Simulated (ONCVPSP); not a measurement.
Configuration tests for S (ONCV)

S (Z = 16), optimised norm-conserving Vanderbilt (ONCV), made with ONCVPSP 4.0.1 (PBEsol, scalar-relativistic). Core [He], reference 2s2 2p6 3s2 3p3 (charge +1). Waves: 2s+3s: rc 0.90 bohr, ncon 3, nbas 6, qcut 14.8 1/bohr, 2 projectors; 2p+3p: rc 0.90 bohr, ncon 4, nbas 7, qcut 17.3 1/bohr, 3 projectors, debl 2.5 Ha. Local part: polynomial inside 0.75 bohr (lpopt 5, dvloc0 1 Ha). Core correction: none.

Energies are relative to the spin-unpolarised reference configuration 2s2 2p6 3s2 3p3; without spin polarisation the order of configurations can differ from experiment.

```csv
valence configuration,charge,ΔE all-electron (eV),error AE − PS (meV)
2s2 2p6 3s2 3p4,0,-11.733,+0.6
2s2 2p6 3s2 3p2,+2,22.241,+0.7
2s2 2p6 3s2 3p0,+4,103.000,+21
```

**Question.** What are ΔE and the potential's error for 2s2 2p6 3s2 3p1?

**Answer.** ΔE = 56.241 eV all-electron; the error (AE − PS) is +5.9 meV.

Levels in the configuration 2s2 2p6 3s2 3p1:

```json
{"level": "2s", "all-electron (eV)": "-252.881", "pseudo (eV)": "-252.873"}
{"level": "2p", "all-electron (eV)": "-198.111", "pseudo (eV)": "-197.955"}
{"level": "3s", "all-electron (eV)": "-52.170", "pseudo (eV)": "-52.169"}
{"level": "3p", "all-electron (eV)": "-40.235", "pseudo (eV)": "-40.224"}
```
